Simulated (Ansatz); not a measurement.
`[CH3][Cd][F]` + H₂O → `[OH][Cd][F]` + CH₄ at 400 K and 1 bar (formal hydrolysis of a Cd–C bond).

Program: Ansatz. Geometries: PBE0-D4/def2-TZVP. ΔE: electronic, gas phase. CCSD(T)/CBS adds triple-zeta CCSD(T) − MP2 to the extrapolated MP2 energy (def2 sets, frozen cores). This one scheme is used for every species. def2 core potentials past Kr. For Cd outer-core shells are correlated without core-valence functions, which leaves a few kJ/mol of doubt a bond. One conformer a species, not always the lowest.

| species | CCSD(T)/CBS energy (Eh) | H − E (kJ/mol) | S (J/(mol·K)) |
| --- | --- | --- | --- |
| `[CH3][Cd][F]` | -307.37791 | 120.1 | 309.0 |
| H₂O | -76.37941 | 69.8 | 198.6 |
| `[OH][Cd][F]` | -343.29729 | 57.9 | 305.7 |
| CH₄ | -40.46206 | 131.3 | 197.2 |

H − E and S are ideal-gas, rigid-rotor, harmonic terms from PBE0-D4/def2-TZVP, for one conformer and one mirror image of each species. 1 Eh = 2625.50 kJ/mol, R = 8.31446 J/(mol·K).

**Question.** By hand: ΔE, ΔH, ΔS and ΔG.

**Answer.** ΔE = (-343.29729) + (-40.46206) − (-307.37791) − (-76.37941) = -0.00203 Eh = -5.3 kJ/mol. Δ(H − E) = 57.9 + 131.3 − 120.1 − 69.8 = -0.7, so ΔH = -6.0 kJ/mol. ΔS = 305.7 + 197.2 − 309.0 − 198.6 = -4.7 J/(mol·K). ΔG = -6.0 − 400 × (-4.7)/1000 = -4.1 kJ/mol.

**Question.** By hand: the equilibrium constant, and the temperature at which ΔG would vanish if ΔH and ΔS stayed fixed.

**Answer.** log₁₀ K = −ΔG/(RT ln 10) = 0.5. ΔG = 0 at ΔH/ΔS = 1277 K, though so small a ΔH makes that figure unsure.

The number of gas molecules stays the same, so ΔS is small and ΔH decides. The sign of ΔG lies within the doubt. A doubt of 5 kJ/mol in ΔE shifts log₁₀ K by 0.7 here. Other conformers and mirror images would add mixing entropy, several J/(mol·K) or more a flexible species. These are equilibria of isolated gas molecules and say nothing of rates. Largest T1 diagnostic: 0.017 (customary marks: 0.02 for closed shells, 0.045 for open ones).
